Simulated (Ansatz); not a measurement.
C2HClF2Sn, SMILES `C#[C][Sn]([F])([F])[Cl]`. Charge 0, multiplicity 1. Sn takes the def2 core potential. The structure was optimised at the PBE0-D4/def2-TZVP level.

```xyz
7

C    -0.840   -1.175    1.662
C    -0.381   -0.553    0.740
Sn    0.398    0.525   -0.805
F    -0.690    0.371   -2.343
F     2.069   -0.183   -1.338
Cl    0.693    2.745   -0.393
H    -1.248   -1.730    2.477
```

(1) What is the dipole moment at B3LYP/def2-TZVPP? (An estimate is asked.)

(2) And with PBE, r2SCAN, ωB97M-V? (Best estimate.)

(3) Give the Mulliken charges with B3LYP, PBE, ωB97M-V in def2-TZVPP. (Estimate.)

Answers

(1) The calculation gave: 3.57 D, with components (-1.33, -0.84, 3.20) D in this frame, pointing from negative to positive charge.

(2) The calculation gave: PBE 3.40 D, r2SCAN 3.55 D, ωB97M-V 3.58 D.

(3) Ansatz gave: 
```tsv
atom	B3LYP	PBE	ωB97M-V
C1	0.07	0.02	0.03
C2	-0.57	-0.46	-0.53
Sn3	1.46	1.33	1.44
F4	-0.45	-0.41	-0.45
F5	-0.45	-0.41	-0.45
Cl6	-0.31	-0.29	-0.28
H7	0.26	0.22	0.24
```

B3LYP here is the variant with VWN-RPA as its local correlation; programs differ in this.
